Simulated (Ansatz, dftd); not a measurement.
Reaction: H5BSiO (SMILES BO[SiH3]) → H4BSiO (SMILES BO[SiH2], doublet) + H (doublet) (the H-Si bond breaks)
Each species at its own B3LYP-D3(BJ)/def2-TZVP minimum (Ansatz, a quantum-chemistry and plane-wave program).

Quantity: bond dissociation energy (electronic), in kcal/mol. Radicals and triplets start from unrestricted determinants; spin-orbit coupling is neglected. Cores are frozen in correlated methods. Rows without X2C or -DK are non-relativistic. CBS(X,Y): correlation extrapolated as X^-3, Hartree-Fock from the larger set. A bracket is a step between two methods taken in the basis named. Functionals run without relativity, which enters their misses. '+ core + X2C': CCSD(T) terms for core correlation (cc-pwCVTZ, 1s frozen past Ne) and scalar relativity (cc-pVTZ-DK). For partners of very few electrons the exact lower level stands in for a higher one.

```json
[
 {"level": "HF/cc-pV(T+d)Z", "program": "Ansatz", "bond dissociation energy (kcal/mol)": "78.4", "difference against the last row": "-20.5"},
 {"level": "PBE-D3(BJ)/def2-TZVPD", "program": "Ansatz + dftd3", "bond dissociation energy (kcal/mol)": "91.9", "difference against the last row": "-7.0"},
 {"level": "PBE/def2-TZVPD", "program": "Ansatz", "bond dissociation energy (kcal/mol)": "91.6", "difference against the last row": "-7.3"},
 {"level": "r2SCAN/def2-TZVPD", "program": "Ansatz", "bond dissociation energy (kcal/mol)": "93.4", "difference against the last row": "-5.5"},
 {"level": "B3LYP-D4/def2-TZVPD", "program": "Ansatz + dftd4", "bond dissociation energy (kcal/mol)": "96.4", "difference against the last row": "-2.5"},
 {"level": "PBE0-D4/def2-TZVPD", "program": "Ansatz + dftd4", "bond dissociation energy (kcal/mol)": "93.2", "difference against the last row": "-5.7"},
 {"level": "r2SCANh-D4/def2-TZVPD", "program": "Ansatz + dftd4", "bond dissociation energy (kcal/mol)": "93.7", "difference against the last row": "-5.2"},
 {"level": "CAM-B3LYP-D4/def2-TZVPD", "program": "Ansatz + dftd4", "bond dissociation energy (kcal/mol)": "97.3", "difference against the last row": "-1.6"},
 {"level": "MP2/cc-pV(D+d)Z", "program": "Ansatz", "bond dissociation energy (kcal/mol)": "91.7", "difference against the last row": "-7.2"},
 {"level": "CCSD(T)/cc-pV(T+d)Z", "program": "Ansatz", "bond dissociation energy (kcal/mol)": "97.4", "difference against the last row": "-1.5"},
 {"level": "CCSD(T)/cc-pV(Q+d)Z", "program": "Ansatz", "bond dissociation energy (kcal/mol)": "98.3", "difference against the last row": "-0.6"},
 {"level": "CCSDT(Q)/cc-pV(D+d)Z", "program": "Ansatz", "bond dissociation energy (kcal/mol)": "94.4", "difference against the last row": "-4.5"},
 {"level": "CCSD(T)/CBS(cc-pV(T+d)Z,cc-pV(Q+d)Z) + [CCSDT(Q) - CCSD(T)]/cc-pV(D+d)Z + core + X2C", "program": "Ansatz", "bond dissociation energy (kcal/mol)": "98.9", "difference against the last row": "0.0"}
]
```
